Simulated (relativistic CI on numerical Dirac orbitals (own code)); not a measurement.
# Sensitivity of the levels of Pd2+ to α and to the nuclear radius

Computed by Dirac-Coulomb-Breit CI, KLI orbitals optimised for each configuration, valence Slater integrals scaled by 0.85, P86 correlation energy added to each configuration, derivatives by finite differences, QED left out (own radial code, finite nucleus).

Configurations in the expansion (outside the closed core [Ar] 3d10 4s2): 4p6 4d8, 4p6 4d7 5s, 4p6 4d7 5p, 4p6 4d7 4f, 4p6 4d6 5s2, 4p6 4d7 5d, 4p5 4d9. Levels of other configurations are missing.

With x = (α/α₀)² − 1 an excitation energy changes as ω = ω₀ + qx; K = 2q/ω₀ is the relative enhancement. Terms are leading LS components, so labels can repeat. The field-shift factor is F = δν/δ⟨r²⟩ for the transition from the lowest level.

Lowest level 4p6 4d8 3F_4.

```tsv
Level	ω₀ (cm⁻¹)	q (cm⁻¹)	F (GHz/fm²)
4p6 4d8 3F_3	3018.6	3001	0.0511
4p6 4d8 3F_2	4521.8	3560	0.0742
4p6 4d8 3P_2	11113.1	564.6	0.206
4p6 4d8 3P_1	14551.2	2635	0.292
4p6 4d8 3P_0	14803.1	2399	0.285
4p6 4d8 1D_2	15231.7	4214	0.265
4p6 4d8 1G_4	18333.9	2219	0.181
4p6 4d8 1S_0	42753.8	2802	0.251
4p6 4d7 5s 5F_5	55466.8	-12560	7.67
4p6 4d7 5s 5F_4	57557.2	-10500	7.69
4p6 4d7 5s 5F_3	59129.3	-8991	7.72
4p6 4d7 5s 5F_2	60192.7	-8117	7.74
4p6 4d7 5s 5F_1	60854.4	-7619	7.75
```

For a near-neutral ion this model can misplace configurations by up to about 10,000 cm⁻¹ (more where the count of f electrons changes) and terms by 10 to 25 % of their spread. Rates follow the energies as ν³ (E1, M1) or ν⁵ (E2), so they and the lifetimes can be off by large factors. The fine structure of a lone outer electron comes out too small, for d and f at times inverted, and misplaced configurations move strength between like terms.

**Question.** Which transition from the lowest level has the largest |K|?

**Answer.** 4p6 4d8 3F_3 at 3018.6 cm⁻¹, K = 1.99.
